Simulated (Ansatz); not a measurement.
System: sum formula H₄SiNO₃ (charge -1, singlet). It need not be the lowest isomer of its formula. Whether it binds its extra electron was not tested at this geometry. 
Coordinates optimised at B3LYP-D3(BJ)/def2-TZVP (Ansatz, a quantum-chemistry and plane-wave program):
SMILES: N[Si]([O-])(O)O
```xyz
9

N     -1.4209    -0.9444    -0.1686
Si     0.0567    -0.0383     0.1413
O      0.4948     0.0010     1.6328
O     -0.1224     1.5473    -0.4932
O      1.0567    -0.7117    -1.0475
H     -1.8501    -0.7837    -1.0709
H     -2.1147    -0.8187     0.5555
H     -0.0487     2.1310     0.2679
H      1.7340    -0.0743    -1.2871
```
Charge -1, spin multiplicity 1.

Total electronic energies in hartree. Correlated levels leave the core frozen unless marked. No spin-orbit coupling. No relativistic terms. CBS(X,Y): correlation extrapolated as X^-3; Hartree-Fock from the larger set.

```json
[
 {"level": "HF/6-31G", "program": "Ansatz", "energy (Eh)": "-570.25979"},
 {"level": "B3LYP-D4/def2-TZVPD", "program": "Ansatz + dftd4", "energy (Eh)": "-572.72800"},
 {"level": "PBE0-D3(BJ)/def2-TZVP", "program": "Ansatz + dftd3", "energy (Eh)": "___"},
 {"level": "BHLYP-D3(BJ)/def2-TZVPD", "program": "Ansatz + dftd3", "energy (Eh)": "___"},
 {"level": "B2PLYP-D4/def2-TZVPD", "program": "Ansatz + dftd4", "energy (Eh)": "___"},
 {"level": "MP2/cc-pV(T+d)Z", "program": "Ansatz", "energy (Eh)": "-571.69889"},
 {"level": "MP2/cc-pV(Q+d)Z", "program": "Ansatz", "energy (Eh)": "-571.82022"},
 {"level": "RI-MP2/aug-cc-pV(Q+d)Z", "program": "Ansatz", "energy (Eh)": "-571.83800"},
 {"level": "RI-MP2/cc-pV(T+d)Z", "program": "Ansatz", "energy (Eh)": "-571.69861"},
 {"level": "RI-MP2/cc-pV(Q+d)Z", "program": "Ansatz", "energy (Eh)": "-571.81974"},
 {"level": "SCS-MP2/STO-3G", "program": "Ansatz", "energy (Eh)": "-563.23562"},
 {"level": "SCS-MP2/cc-pVTZ", "program": "Ansatz", "energy (Eh)": "-571.66511"},
 {"level": "CCSD/cc-pV(D+d)Z", "program": "Ansatz", "energy (Eh)": "-571.34550"},
 {"level": "CCSD(T)/6-31G", "program": "Ansatz", "energy (Eh)": "-570.82084"},
 {"level": "CCSD(T)/CBS(aug-cc-pV(T+d)Z,aug-cc-pV(Q+d)Z)", "program": "Ansatz", "energy (Eh)": "-571.9302"}
]
```

**Question.** Fill in the missing entries.

**Answer.** 
- PBE0-D3(BJ)/def2-TZVP, energy (Eh): -572.25897
- BHLYP-D3(BJ)/def2-TZVPD, energy (Eh): -572.55539
- B2PLYP-D4/def2-TZVPD, energy (Eh): -572.39805
